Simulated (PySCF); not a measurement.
## Ionisation energy of F⁺ by level of theory

F⁺ [He] 2s2 2p4 (3P) → F²⁺ [He] 2s2 2p3 (4S), as a difference of total energies. All numbers are calculated (PySCF 2.14, the spin-free X2C one-electron Hamiltonian (Gaussian nucleus), in x2c-SVPall (3s2p1d, 14 functions)). Correlated levels: valence: 1s2 frozen. The calculations carry no spin-orbit coupling.

```csv
method,ionisation energy (eV),error (eV)
UHF,33.515,-1.435
LDA,35.422,+0.472
PBE,35.566,+0.616
MP2 (valence),34.347,-0.603
SCS-MP2 (valence),34.342,-0.608
CCSD (valence),34.354,-0.596
CCSD(T) (valence),34.366,-0.584
```

Reference: 34.950 eV (measured; NIST levels, between the centres of gravity of the two terms).

Errors of the correlated levels include the incompleteness of this basis and the frozen core.
